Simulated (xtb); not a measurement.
B(Cl)2(NH2) (BCl2H2N), SMILES ClB(N)Cl. All values are semi-empirical tight-binding results from xtb (GFN2-xTB unless named), good for trends rather than for accurate numbers. Coordinates come from a GFN2-xTB optimisation. Other conformers were not sampled.

```json
{
 "point_group_as_xtb_finds_it": "C2v",
 "orbital_gap": "5.63 eV",
 "dipole_moment": "3.58 D",
 "zero_point_energy": "19.9 kcal/mol",
 "G − E(el) at 298.15 K (modified RRHO)": "2.4 kcal/mol",
 "static polarisability (D4 model)": "50.2 bohr³",
 "solvation energy, GFN2-xTB/ALPB(water)": "-6.7 kcal/mol",
 "solvation energy, GFN2-xTB/ALPB(benzene)": "-5.3 kcal/mol"
}
```
